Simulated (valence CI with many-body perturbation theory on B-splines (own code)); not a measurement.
The numbers below are computed, except where a source is named.
**Ladder of approximations for Se27+**

Level of theory: relativistic CI+MBPT: five valence electrons over a frozen Dirac-Fock core [He], a basis of 9 s, 9 p, 8 d, 6 f, 3 g, 1 h functions for each j, with the one-electron correlation potential Σ1, the two-electron term Σ2, the three-electron term Σ3, Breit, model QED; selected CI, second order for the rest (own B-spline code, finite nucleus).

The last digits are not significant, and no measured levels were compared; by estimate large intervals hold to a few tenths of a per cent, small ones and those within an open d or f shell to about a per cent. Among the levels kept, up to 1500 cm⁻¹ of a level comes from second order outside the variational space, and about a tenth of that is noise between levels of different J, which matters for small intervals.

Each rung adds one term. CI alone is the Dirac-Coulomb CI over the frozen core; QED comes last and gives the full result, which names the levels. Energies are above (2s^2 2p1/2^2 2p3/2) J=3/2 on the same rung, in eV.

Levels are named by their leading jj configuration (3d3/2^4 stands for four electrons in 3d with j = 3/2), which in mixed levels can hold well under half, so a name can repeat and another be missing. Letters in brackets count levels of one name in rising energy.

| Level | CI alone |
| --- | --- |
| (2s^2 2p1/2 2p3/2^2) J=3/2 | 37.5 |
| (2s^2 2p1/2 2p3/2^2) J=5/2 | 49.9 |
| (2s^2 2p1/2 2p3/2^2) J=1/2 | 64.2 |
| (2s^2 2p3/2^3) J=3/2 | 99.9 |
| (2s 2p1/2^2 2p3/2^2) J=5/2 | 153.6 |
| (2s 2p1/2 2p3/2^3) J=3/2 [a] | 179.8 |
| (2s 2p1/2^2 2p3/2^2) J=1/2 | 181.7 |
| (2s 2p1/2 2p3/2^3) J=3/2 [b] | 214.0 |
| (2s 2p1/2 2p3/2^3) J=5/2 | 226.1 |
| (2s 2p1/2 2p3/2^3) J=1/2 | 244.0 |
| (2s 2p1/2 2p3/2^3) J=3/2 [c] | 254.7 |
| (2s 2p3/2^4) J=1/2 | 295.5 |
| (2p1/2^2 2p3/2^3) J=3/2 | 383.8 |
| (2p1/2 2p3/2^4) J=1/2 | 429.1 |
| (2s^2 2p1/2^2 3s) J=1/2 | 1653.8 |
| (2s^2 2p1/2 2p3/2 3s) J=3/2 [a] | 1690.0 |

Task: What do these energies become with core correlation, Breit and QED?

Result: (2s^2 2p1/2 2p3/2^2) J=3/2 37.0 (-0.50); (2s^2 2p1/2 2p3/2^2) J=5/2 48.4 (-1.45); (2s^2 2p1/2 2p3/2^2) J=1/2 63.7 (-0.45); (2s^2 2p3/2^3) J=3/2 98.3 (-1.53); (2s 2p1/2^2 2p3/2^2) J=5/2 152.0 (-1.62); (2s 2p1/2 2p3/2^3) J=3/2 [a] 178.1 (-1.66); (2s 2p1/2^2 2p3/2^2) J=1/2 180.4 (-1.27); (2s 2p1/2 2p3/2^3) J=3/2 [b] 212.2 (-1.81); (2s 2p1/2 2p3/2^3) J=5/2 223.4 (-2.65); (2s 2p1/2 2p3/2^3) J=1/2 242.2 (-1.78); (2s 2p1/2 2p3/2^3) J=3/2 [c] 252.0 (-2.64); (2s 2p3/2^4) J=1/2 292.7 (-2.81); (2p1/2^2 2p3/2^3) J=3/2 381.0 (-2.84); (2p1/2 2p3/2^4) J=1/2 425.3 (-3.71); (2s^2 2p1/2^2 3s) J=1/2 1653.5 (-0.28); (2s^2 2p1/2 2p3/2 3s) J=3/2 [a] 1688.8 (-1.22).

Task: How does the ionisation energy move along the ladder, and which term matters most?

Result: CI alone 2964.1, + Σ1 2964.3, + Σ2 2964.4, + Σ3 2964.3, + Breit 2963.2, + QED 2963.2 eV. The largest step is Breit, -1.1 eV. NIST lists 2964 ± 22 eV (semi-empirical).
